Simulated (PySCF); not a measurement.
Molecular orbitals of HI⁺

PBE0 at R = 1.642 Å; basis H def2-SVPD, I def2-SVPD with ECP28; scalar-relativistic core potentials; PySCF 2.14. State: ²Π (doublet), unpaired electrons π ↑. Only the outer orbitals are listed, counted within each symmetry, core potentials removing the inner ones.

```json
{"spin": "α", "orbital": "4σ", "occ.": "1", "ε (eV)": "-28.90", "on H (%)": "4", "main shells (%)": "94 I s"}
{"spin": "α", "orbital": "5σ", "occ.": "1", "ε (eV)": "-19.42", "on H (%)": "30", "main shells (%)": "63 I p, 30 H s"}
{"spin": "α", "orbital": "3π", "occ.": "1", "ε (eV)": "-17.26", "on H (%)": "0", "main shells (%)": "100 I p"}
{"spin": "α", "orbital": "3π", "occ.": "1", "ε (eV)": "-15.98", "on H (%)": "1", "main shells (%)": "99 I p"}
{"spin": "α", "orbital": "6σ", "occ.": "0", "ε (eV)": "-8.09", "on H (%)": "51", "main shells (%)": "53 H s, 33 I p, 16 I d"}
{"spin": "α", "orbital": "7σ", "occ.": "0", "ε (eV)": "-4.53", "on H (%)": "-8", "main shells (%)": "93 I s, 12 I d"}
{"spin": "α", "orbital": "4π", "occ.": "0", "ε (eV)": "-3.87", "on H (%)": "16", "main shells (%)": "82 I d, 16 H p"}
{"spin": "β", "orbital": "4σ", "occ.": "1", "ε (eV)": "-27.80", "on H (%)": "7", "main shells (%)": "91 I s"}
{"spin": "β", "orbital": "5σ", "occ.": "1", "ε (eV)": "-19.14", "on H (%)": "33", "main shells (%)": "58 I p, 33 H s"}
{"spin": "β", "orbital": "3π", "occ.": "1", "ε (eV)": "-15.57", "on H (%)": "1", "main shells (%)": "99 I p"}
{"spin": "β", "orbital": "3π", "occ.": "0", "ε (eV)": "-13.24", "on H (%)": "2", "main shells (%)": "98 I p"}
{"spin": "β", "orbital": "6σ", "occ.": "0", "ε (eV)": "-7.86", "on H (%)": "48", "main shells (%)": "49 H s, 34 I p, 15 I d"}
{"spin": "β", "orbital": "7σ", "occ.": "0", "ε (eV)": "-4.19", "on H (%)": "-10", "main shells (%)": "97 I s"}
```

Which are the highest filled and the lowest empty level, where do they sit, and how wide is the gap?

Highest filled β 3π at -15.57 eV (in %: 99 I p); lowest empty β 3π at -13.24 eV (in %: 98 I p); the gap at PBE0 is 2.33 eV. Both belong to one degenerate shell, split only by its one-sided filling, so this is no excitation gap.

The bond order (Mayer) is 0.95, the ⟨S²⟩ is 0.753 and the charge on H (Mulliken, basis-dependent) is 0.22. The charge on H (Löwdin, basis-dependent) is -0.18, the dipole moment (positive dipole points towards I; it is taken about the centre of mass and depends on that origin) is -1.15 D and the polarisability along the bond is 27.5 bohr³. The polarisability across the bond is 22.0 bohr³.

Shares are Mulliken populations and can fall outside 0 to 100 %.

Spin–orbit coupling is left out. The state was picked by a PBE0 search and need not be the measured ground state.
